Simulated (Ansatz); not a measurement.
A structure relaxed at PBE0-D4/def2-TZVP, charge 0, multiplicity 1:

| atom | x (Å) | y (Å) | z (Å) |
| --- | --- | --- | --- |
| B1 | 1.5567 | -0.1236 | -0.5621 |
| C2 | 0.0502 | -0.1428 | -0.6320 |
| C3 | -0.7323 | 0.0964 | 0.4336 |
| O4 | -2.0531 | 0.0922 | 0.4277 |
| F5 | -0.2566 | 0.3698 | 1.6388 |
| H6 | 2.1183 | 0.1104 | 0.4677 |
| H7 | 2.2032 | -0.3443 | -1.5444 |
| H8 | -0.5033 | -0.3496 | -1.5417 |
| H9 | -2.3831 | 0.2914 | 1.3123 |

(1) Give its formula and SMILES.

(2) Point group (tolerance 0.08 Å, 0.16 Å for H)?

(3) Summarise the bond lengths by kind.

## Answers

(1) C2H4BFO, `B/C=C(/O)F`.

(2) Cs.

(3) 1 × B–C 1.508 Å; 2 × B–H 1.196 to 1.197 Å; 1 × C–C 1.343 Å; 1 × C–H 1.085 Å; 1 × C–O 1.321 Å; 1 × C–F 1.324 Å; 1 × H–O 0.965 Å.

Results of the Gaussian-basis code of Ansatz.
